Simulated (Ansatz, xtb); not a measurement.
Redistribution: SiH2F2 + SiH(SiH3)F2 → SiH2(SiH3)F + SiHF3

Species: SiH2F2 `F[SiH2]F`, singlet; SiH(SiH3)F2, singlet; SiH2(SiH3)F, singlet; SiHF3 `F[SiH](F)F`, singlet. The partners trade F for SiH3; both sit on Si, so the bond types are kept.

Shapes, held fixed at every level: PBE0-D4/def2-TZVP. Programs: Ansatz 0.2.0, xtb 6.7.1. The zero-point and thermal change to 298 K, harmonic and unscaled (PBE0-D4/def2-TZVP), is -0.6 kJ/mol.

Estimate ΔH(298 K) of this reaction.

The highest level, CCSD(T)/CBS estimate, gives ΔH(298 K) = -13.2 kJ/mol; the levels span -14.3 to +17.0. They disagree on the sign: 1 of 8 are positive. The column of differences is taken from that level and isn't an error. No measured value is set beside it here. The CBS estimate extrapolates MP2 from def2-TZVPP and def2-QZVPP and adds CCSD(T) − MP2 in the triple-zeta set, cores frozen.

```tsv
level	kind	ΔH(298 K) (kJ/mol)	less CCSD(T)/CBS estimate
GFN0-xTB	semi-empirical	+17.0	+30.2
PBE-D4/def2-TZVPP	GGA	-11.5	+1.7
BHLYP-D4/def2-TZVPP	global hybrid	-11.8	+1.4
PBE0-D4/def2-TZVPP	global hybrid	-13.4	-0.2
B2PLYP/def2-TZVPP	double hybrid	-11.7	+1.5
CCSD/def2-SVP	coupled cluster or CI	-13.1	+0.1
CCSD(T)/def2-TZVPP	coupled cluster or CI	-14.3	-1.1
CCSD(T)/CBS estimate	coupled cluster or CI	-13.2	0.0
```
